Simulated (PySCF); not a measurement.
C2HO, charge -1, singlet, at a GFN2-xTB geometry, with bond 4-2 at 2.2 times its length; B3LYP/pcseg-1 in PySCF.

Here is a job for PySCF.
```python
from pyscf import gto, scf, dft

mol = gto.M(
    atom='''
C     0.017882   -0.126888   -1.227557
C     0.012039   -0.079027   -0.004614
H     0.100932   -0.678824   -2.129085
O    -0.091572    0.621268    2.624116
''',
    basis='pcseg-1',
    charge=-1,
    spin=0,
    verbose=4,
)

mf = dft.RKS(mol)
mf.xc = 'b3lyp'
mf.kernel()
mo_i, mo_e, stable_i, stable_e = mf.stability(internal=True, external=True, return_status=True, nroots=6, tol=1e-6)
print('internally stable:', stable_i, ' externally stable:', stable_e)
if not stable_e:
    umf = mf.to_uhf() if not hasattr(mf, 'xc') else mf.to_uks()
    umf.scf_summary = {}
    umf.kernel(umf.make_rdm1(mo_e, umf.mo_occ))
mf.analyze()
```

It wrote (shortened):

```
PySCF version 2.14.0

[INPUT] verbose = 4
[INPUT] num. atoms = 4
[INPUT] num. electrons = 22
[INPUT] charge = -1
[INPUT] spin (= nelec alpha-beta = 2S) = 0
[INPUT] symmetry False subgroup None
[INPUT] Mole.unit = angstrom
[INPUT] Symbol           X                Y                Z      unit          X                Y                Z       unit  Magmom
[...]
nuclear repulsion = 36.6567959797227
number of shells = 11
number of NR pGTOs = 82
number of NR cGTOs = 47
basis = pcseg-1
ecp = {}

******** <class 'pyscf.dft.rks.RKS'> ********
method = RKS
initial guess = minao
damping factor = 0
level_shift factor = 0
DIIS = <class 'pyscf.scf.diis.CDIIS'>
diis_start_cycle = 1
diis_space = 8
diis_damp = 0
SCF conv_tol = 1e-09
SCF conv_tol_grad = None
SCF max_cycles = 50
direct_scf = True
direct_scf_tol = 1e-13
XC library pyscf.dft.libxc version 7.1.2
    S. Lehtola, C. Steigemann, M. J. T. Oliveira, and M. A. L. Marques,  SoftwareX 7, 1–5 (2018)
XC functionals = b3lyp
    P. J. Stephens, F. J. Devlin, C. F. Chabalowski, and M. J. Frisch,  J. Phys. Chem. 98, 11623 (1994)
radial grids:
    Treutler-Ahlrichs [JCP 102, 346 (1995); DOI:10.1063/1.469408] (M4) radial grids

becke partition: Becke, JCP 88, 2547 (1988); DOI:10.1063/1.454033
pruning grids: <function nwchem_prune>
grids dens level: 3
symmetrized grids: False
atomic radii adjust function: <function treutler_atomic_radii_adjust>
small_rho_cutoff = 0
Set gradient conv threshold to 3.16228e-05
Initial guess from minao.
tot grids = 52128
init E= -151.633418148466
cycle= 1 E= -151.236540283635  delta_E= 0.397  |g|= 1.23  |ddm|= 2.06
cycle= 2 E= -142.683834152819  delta_E= 8.55  |g|= 3.13  |ddm|= 5.58
cycle= 3 E= -151.262024992928  delta_E= -8.58  |g|= 1.06  |ddm|= 5.62
cycle= 4 E= -151.39662002874  delta_E= -0.135  |g|= 1.04  |ddm|= 0.908
cycle= 5 E= -151.452062141474  delta_E= -0.0554  |g|= 0.96  |ddm|=  0.8
cycle= 6 E= -151.5124672607  delta_E= -0.0604  |g|= 0.84  |ddm|= 0.605
cycle= 7 E= -151.282319378854  delta_E= 0.23  |g|= 1.19  |ddm|= 0.338
cycle= 8 E= -151.621066121127  delta_E= -0.339  |g|= 0.596  |ddm|= 0.586
cycle= 9 E= -151.676595124658  delta_E= -0.0555  |g|= 0.383  |ddm|= 0.166
cycle= 10 E= -151.721259529119  delta_E= -0.0447  |g|= 0.0703  |ddm|= 0.433
cycle= 11 E= -151.72277347325  delta_E= -0.00151  |g|= 0.0124  |ddm|= 0.0586
cycle= 12 E= -151.72281674187  delta_E= -4.33e-05  |g|= 0.0055  |ddm|= 0.0208
cycle= 13 E= -151.722826646318  delta_E= -9.9e-06  |g|= 0.000963  |ddm|= 0.00496
cycle= 14 E= -151.722827145306  delta_E= -4.99e-07  |g|= 0.000286  |ddm|= 0.00179
cycle= 15 E= -151.722827302474  delta_E= -1.57e-07  |g|= 0.00024  |ddm|= 0.00167
cycle= 16 E= -151.722827425337  delta_E= -1.23e-07  |g|= 7.94e-05  |ddm|= 0.00204
cycle= 17 E= -151.722827450766  delta_E= -2.54e-08  |g|= 3.29e-05  |ddm|= 0.00131
cycle= 18 E= -151.722827451603  delta_E= -8.37e-10  |g|= 7.68e-06  |ddm|= 0.000176
Extra cycle  E= -151.722827451583  delta_E= 2.02e-11  |g|= 1.41e-05  |ddm|= 2.37e-05
converged SCF energy = -151.722827451583
rhf_internal: lowest eigs of H = [0.09635792 0.09672571 0.34524736 0.3744388  0.90318421 0.90374369]
<class 'pyscf.dft.rks.RKS'> wavefunction is stable in the internal stability analysis
rhf_real2complex: lowest eigs of H = [-0.02142938 -0.02133013  0.07315191  0.07642329  0.08863174  0.21419413]
<class 'pyscf.dft.rks.RKS'> wavefunction has an real -> complex instability
rhf_external: lowest eigs of H = [-0.09142231 -0.09132463 -0.04431467  0.06152065  0.06580008  0.12411055]
<class 'pyscf.dft.rks.RKS'> wavefunction has an RHF/RKS -> UHF/UKS instability
internally stable: True  externally stable: False

******** <class 'pyscf.dft.uks.UKS'> ********
method = UKS
initial guess = minao
damping factor = 0
level_shift factor = 0
DIIS = <class 'pyscf.scf.diis.CDIIS'>
diis_start_cycle = 1
diis_space = 8
diis_damp = 0
SCF conv_tol = 1e-09
SCF conv_tol_grad = None
SCF max_cycles = 50
direct_scf = True
direct_scf_tol = 1e-13
number electrons alpha = 11  beta = 11
[...]
cycle= 13 E= -151.75485415718  delta_E= -1.67e-08  |g|= 4.32e-05  |ddm|= 0.000251
cycle= 14 E= -151.754854170443  delta_E= -1.33e-08  |g|= 4.23e-05  |ddm|= 0.0002
cycle= 15 E= -151.754854180762  delta_E= -1.03e-08  |g|= 4.18e-05  |ddm|= 0.000156
cycle= 16 E= -151.75485420802  delta_E= -2.73e-08  |g|= 4.18e-05  |ddm|= 0.000411
cycle= 17 E= -151.754854285898  delta_E= -7.79e-08  |g|= 4.17e-05  |ddm|= 0.00118
cycle= 18 E= -151.754854581662  delta_E= -2.96e-07  |g|= 4.14e-05  |ddm|= 0.0045
cycle= 19 E= -151.754854828815  delta_E= -2.47e-07  |g|= 4.12e-05  |ddm|= 0.0038
cycle= 20 E= -151.754854937927  delta_E= -1.09e-07  |g|= 4.09e-05  |ddm|= 0.00169
cycle= 21 E= -151.754857594445  delta_E= -2.66e-06  |g|= 0.000233  |ddm|= 0.0441
cycle= 22 E= -151.754857583855  delta_E= 1.06e-08  |g|= 0.000211  |ddm|= 0.000341
cycle= 23 E= -151.754859387732  delta_E= -1.8e-06  |g|= 0.00191  |ddm|= 0.0945
cycle= 24 E= -151.754859746917  delta_E= -3.59e-07  |g|= 0.000795  |ddm|= 0.0457
cycle= 25 E= -151.754858274026  delta_E= 1.47e-06  |g|= 0.000271  |ddm|= 0.0364
cycle= 26 E= -151.754858560012  delta_E= -2.86e-07  |g|= 0.000333  |ddm|= 0.0057
cycle= 27 E= -151.754857677481  delta_E= 8.83e-07  |g|= 0.000119  |ddm|= 0.0171
cycle= 28 E= -151.754858648096  delta_E= -9.71e-07  |g|= 0.000412  |ddm|= 0.0196
cycle= 29 E= -151.754856742346  delta_E= 1.91e-06  |g|= 3.81e-05  |ddm|= 0.0356
cycle= 30 E= -151.754856519029  delta_E= 2.23e-07  |g|= 3.78e-05  |ddm|= 0.00369
cycle= 31 E= -151.754856632061  delta_E= -1.13e-07  |g|= 4.06e-05  |ddm|= 0.00187
cycle= 32 E= -151.754856405951  delta_E= 2.26e-07  |g|= 6.22e-05  |ddm|= 0.00369
cycle= 33 E= -151.754855823629  delta_E= 5.82e-07  |g|= 0.000115  |ddm|= 0.00927
cycle= 34 E= -151.754856807476  delta_E= -9.84e-07  |g|= 0.000111  |ddm|= 0.0161
cycle= 35 E= -151.754857046477  delta_E= -2.39e-07  |g|= 9.78e-05  |ddm|= 0.00396
cycle= 36 E= -151.754856979586  delta_E= 6.69e-08  |g|= 0.000107  |ddm|= 0.0011
cycle= 37 E= -151.754858740238  delta_E= -1.76e-06  |g|= 0.000209  |ddm|= 0.0312
cycle= 38 E= -151.754858045082  delta_E= 6.95e-07  |g|= 0.000103  |ddm|= 0.013
cycle= 39 E= -151.754858817218  delta_E= -7.72e-07  |g|= 0.000113  |ddm|= 0.0139
cycle= 40 E= -151.754859286734  delta_E= -4.7e-07  |g|= 8.08e-05  |ddm|= 0.00859
cycle= 41 E= -151.754858682842  delta_E= 6.04e-07  |g|= 0.000133  |ddm|= 0.011
cycle= 42 E= -151.754857577378  delta_E= 1.11e-06  |g|= 0.000261  |ddm|= 0.0188
cycle= 43 E= -151.754859417539  delta_E= -1.84e-06  |g|= 4.55e-05  |ddm|= 0.0322
cycle= 44 E= -151.754858948386  delta_E= 4.69e-07  |g|= 8.62e-05  |ddm|= 0.00861
cycle= 45 E= -151.754858668811  delta_E= 2.8e-07  |g|= 0.00011  |ddm|= 0.00512
cycle= 46 E= -151.754858739522  delta_E= -7.07e-08  |g|= 0.000119  |ddm|= 0.0015
cycle= 47 E= -151.754858351232  delta_E= 3.88e-07  |g|= 0.000118  |ddm|= 0.00702
cycle= 48 E= -151.754859190693  delta_E= -8.39e-07  |g|= 0.000117  |ddm|= 0.0153
cycle= 49 E= -151.754859251512  delta_E= -6.08e-08  |g|= 0.000136  |ddm|= 0.00123
cycle= 50 E= -151.754860331416  delta_E= -1.08e-06  |g|= 5.24e-05  |ddm|= 0.0208
SCF not converged.
SCF energy = -151.754860331416 after 50 cycles  <S^2> = 0.97664466  2S+1 = 2.2150798
**** SCF Summaries ****
Total Energy =                        -151.722827451582731
Nuclear Repulsion Energy =              36.656795979722695
One-electron Energy =                 -283.873477569719626
Two-electron Energy =                   95.493854138414207
Two-electron Coulomb Energy =          115.243434046935988
DFT Exchange-Correlation Energy =      -19.749579908521774
**** MO energy ****
[...]
 ** Mulliken pop on meta-lowdin orthogonal AOs  **
 ** Mulliken pop  **
 ** Mulliken atomic charges  **
charge of    0C =     -0.40202
charge of    1C =     -0.25428
charge of    2H =      0.09899
charge of    3O =     -0.44268

WARN: System has nonzero charge -1; the dipole moment is origin-dependent.
Location of origin: [0. 0. 0.]

Dipole moment(X, Y, Z, Debye):  0.23671, -1.59157, -4.94057
```

Convergence was not reached.
